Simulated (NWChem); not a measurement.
System: diphosphane (P₂H₄); SMILES PP

Input file for NWChem:

```
start job
memory heap 200 mb stack 900 mb global 1100 mb
geometry units angstroms noautoz
  P     -0.000034    -1.111516    -0.065318
  P     -0.000034     1.111516     0.065318
  H      1.022314    -1.257874     0.911959
  H     -1.022493    -1.257848     0.911847
  H      1.022320     1.257874    -0.911954
  H     -1.022488     1.257849    -0.911852
end
basis spherical
  * library 6-31g*
end
dft
  xc scan
  iterations 150
  mulliken
end
task dft gradient
```

NWChem printed, in part:

```
             Northwest Computational Chemistry Package (NWChem) 7.3.0
             --------------------------------------------------------

 C1  symmetry detected

                             Geometry "geometry" -> ""
                             -------------------------

 Output coordinates in angstroms (scale by  1.889725989 to convert to a.u.)

  No.       Tag          Charge          X              Y              Z
 ---- ---------------- ---------- -------------- -------------- --------------
    1 P                   15.0000     0.00000636    -1.11141035    -0.06709220
    2 P                   15.0000     0.00000605     1.11141029     0.06709220
    3 H                    1.0000     1.02235474    -1.25932799     0.90994956
    4 H                    1.0000    -1.02245226    -1.25930215     0.90983834
    5 H                    1.0000     1.02235967     1.25932826    -0.90994530
    6 H                    1.0000    -1.02244833     1.25930276    -0.90984260

 Effective nuclear repulsion energy (a.u.)      88.6312635742

                                 NWChem DFT Module
                                 -----------------

 Summary of "ao basis" -> "ao basis" (spherical)
 ------------------------------------------------------------------------------
       Tag                 Description            Shells   Functions and Types
 ---------------- ------------------------------  ------  ---------------------
 P                           6-31g*                  8       18   4s3p1d
 H                           6-31g*                  2        2   2s

            General Information
            -------------------
          SCF calculation type: DFT
          Wavefunction type:  closed shell.
          No. of atoms     :     6
          No. of electrons :    34
           Alpha electrons :    17
            Beta electrons :    17
          Charge           :     0
          Spin multiplicity:     1
          Use of symmetry is: off; symmetry adaption is: off
          Maximum number of iterations: 150
          AO basis - number of functions:    44
                     number of shells:    24
          Convergence on energy requested:  1.00D-06
          Convergence on density requested:  1.00D-05
          Convergence on gradient requested:  5.00D-04

              XC Information
              --------------
                         SCAN Method XC Functional
                  SCAN metaGGA Exchange Functional  1.000
                        SCAN Correlation Potential  1.000

             Grid Information
             ----------------
          Grid used for XC integration:  medium
          Radial quadrature: Mura-Knowles
          Angular quadrature: Lebedev.
          Tag              B.-S. Rad. Rad. Pts. Rad. Cut. Ang. Pts.
          ---              ---------- --------- --------- ---------
          P                   1.00       88           8.0       590
          H                   0.35       45          10.0       434
          Grid pruning is: on
          Number of quadrature shells:   356
          Spatial weights used:  Erf1

      Superposition of Atomic Density Guess
      -------------------------------------

 Sum of atomic energies:        -683.25318389

      Non-variational initial energy
      ------------------------------

 Total energy =    -683.794518
 1-e energy   =   -1121.100325
 2-e energy   =     348.674544
 HOMO         =      -0.249301
 LUMO         =       0.044391

     ---------------------------------------------
      Total Density - Mulliken Population Analysis
     ---------------------------------------------

    Atom       Charge   Shell Charges
 -----------   ------   -------------------------------------------------------
    1 P   15    15.18   2.00  2.00  5.98  1.21  2.26  0.59  1.09  0.07
    2 P   15    15.18   2.00  2.00  5.98  1.21  2.26  0.59  1.09  0.07
    3 H    1     0.91   0.45  0.46
    4 H    1     0.91   0.45  0.46
    5 H    1     0.91   0.45  0.46
    6 H    1     0.91   0.45  0.46

   convergence    iter        energy       DeltaE   RMS-Dens  Diis-err
 ---------------- ----- ----------------- --------- --------- ---------
 d= 0,ls=0.0,diis     1   -685.0749400356 -7.74D+02  1.13D-02  1.36D-01
 d= 0,ls=0.0,diis     2   -685.0916939254 -1.68D-02  5.26D-03  2.02D-02
 d= 0,ls=0.0,diis     3   -685.0948871928 -3.19D-03  1.83D-03  3.87D-03
 d= 0,ls=0.0,diis     4   -685.0955497726 -6.63D-04  4.10D-04  1.79D-04
 d= 0,ls=0.0,diis     5   -685.0955879627 -3.82D-05  2.88D-05  5.59D-07
 d= 0,ls=0.0,diis     6   -685.0955880651 -1.02D-07  7.40D-06  4.89D-08

         Total DFT energy =     -685.095588065125
      One electron energy =    -1122.849979696628
           Coulomb energy =      397.136441558533
    Exchange-Corr. energy =      -48.013313501194
 Nuclear repulsion energy =       88.631263574163

 Numeric. integr. density =       33.999998450356

                       DFT Final Molecular Orbital Analysis
                       ------------------------------------

 Vector   15  Occ=2.000000D+00  E=-3.260549D-01
              MO Center=  1.4D-05, -1.6D-08, -1.3D-07, r^2= 2.7D+00
   Bfn.  Coefficient  Atom+Function         Bfn.  Coefficient  Atom+Function
  ----- ------------  ---------------      ----- ------------  ---------------
     8      0.383349  1 P  py                26     -0.383349  2 P  py
     9     -0.199001  1 P  pz                27      0.199001  2 P  pz
    38     -0.153436  3 H  s                 40     -0.153428  4 H  s
    42     -0.153436  5 H  s                 44     -0.153427  6 H  s
     4     -0.147942  1 P  py                22      0.147942  2 P  py

 Vector   16  Occ=2.000000D+00  E=-3.031126D-01
              MO Center= -5.9D-06, -4.9D-07, -2.5D-07, r^2= 3.1D+00
   Bfn.  Coefficient  Atom+Function         Bfn.  Coefficient  Atom+Function
  ----- ------------  ---------------      ----- ------------  ---------------
     9      0.349003  1 P  pz                27      0.349003  2 P  pz
     6     -0.271889  1 P  s                 24      0.271889  2 P  s
    13      0.186052  1 P  pz                31      0.186052  2 P  pz
    10     -0.167277  1 P  s                 28      0.167277  2 P  s
     5     -0.139020  1 P  pz                23     -0.139020  2 P  pz

 Vector   17  Occ=2.000000D+00  E=-2.207089D-01
              MO Center=  2.2D-05,  5.5D-07,  1.2D-07, r^2= 3.8D+00
   Bfn.  Coefficient  Atom+Function         Bfn.  Coefficient  Atom+Function
  ----- ------------  ---------------      ----- ------------  ---------------
     9      0.314102  1 P  pz                27     -0.314102  2 P  pz
     8      0.281980  1 P  py                26     -0.281980  2 P  py
    10     -0.261456  1 P  s                 28     -0.261456  2 P  s
     6     -0.198843  1 P  s                 24     -0.198843  2 P  s
    13      0.174192  1 P  pz                31     -0.174193  2 P  pz

 Vector   18  Occ=0.000000D+00  E=-2.644373D-02
              MO Center=  3.8D-06, -1.4D-07,  2.7D-08, r^2= 4.6D+00
   Bfn.  Coefficient  Atom+Function         Bfn.  Coefficient  Atom+Function
  ----- ------------  ---------------      ----- ------------  ---------------
    12      0.892723  1 P  py                30      0.892723  2 P  py
    10      0.615606  1 P  s                 28     -0.615606  2 P  s
     8      0.462603  1 P  py                26      0.462604  2 P  py
     4     -0.164850  1 P  py                22     -0.164850  2 P  py
     6      0.129719  1 P  s                 24     -0.129719  2 P  s

 Vector   19  Occ=0.000000D+00  E= 4.138305D-03
              MO Center=  1.2D-05,  4.5D-06, -6.1D-08, r^2= 4.4D+00
   Bfn.  Coefficient  Atom+Function         Bfn.  Coefficient  Atom+Function
  ----- ------------  ---------------      ----- ------------  ---------------
    11      0.834408  1 P  px                29     -0.834410  2 P  px
    38     -0.603407  3 H  s                 40      0.603387  4 H  s
    42      0.603413  5 H  s                 44     -0.603386  6 H  s
     7      0.356223  1 P  px                25     -0.356224  2 P  px
     3     -0.122426  1 P  px                21      0.122427  2 P  px

 Vector   20  Occ=0.000000D+00  E= 1.226038D-02
              MO Center= -1.6D-05, -4.5D-06, -1.8D-07, r^2= 4.1D+00
   Bfn.  Coefficient  Atom+Function         Bfn.  Coefficient  Atom+Function
  ----- ------------  ---------------      ----- ------------  ---------------
    38     -0.637218  3 H  s                 40      0.637326  4 H  s
    42     -0.637217  5 H  s                 44      0.637322  6 H  s
    11      0.616008  1 P  px                29      0.616005  2 P  px
     7      0.321093  1 P  px                25      0.321092  2 P  px
    37     -0.158650  3 H  s                 39      0.158664  4 H  s

     ---------------------------------------------
      Total Density - Mulliken Population Analysis
     ---------------------------------------------

    Atom       Charge   Shell Charges
 -----------   ------   -------------------------------------------------------
    1 P   15    15.10   2.00  2.00  5.97  1.22  2.38  0.60  0.83  0.09
    2 P   15    15.10   2.00  2.00  5.97  1.22  2.38  0.60  0.83  0.09
    3 H    1     0.95   0.50  0.45
    4 H    1     0.95   0.50  0.45
    5 H    1     0.95   0.50  0.45
    6 H    1     0.95   0.50  0.45

[...]

                         DFT ENERGY GRADIENTS

    atom               coordinates                        gradient
                 x          y          z           x          y          z
   1 P       0.000012  -2.100261  -0.126786   -0.000000   0.003062  -0.000183
   2 P       0.000011   2.100261   0.126786   -0.000000  -0.003062   0.000183
   3 H       1.931970  -2.379785   1.719555   -0.000943   0.001080  -0.000592
   4 H      -1.932155  -2.379736   1.719345    0.000943   0.001080  -0.000592
   5 H       1.931980   2.379785  -1.719547   -0.000943  -0.001080   0.000592
   6 H      -1.932147   2.379737  -1.719353    0.000943  -0.001080   0.000592
```

Level: SCAN/6-31G* (spherical d). Structure relaxed at the PBE0-D3(BJ)/def2-TZVP level.
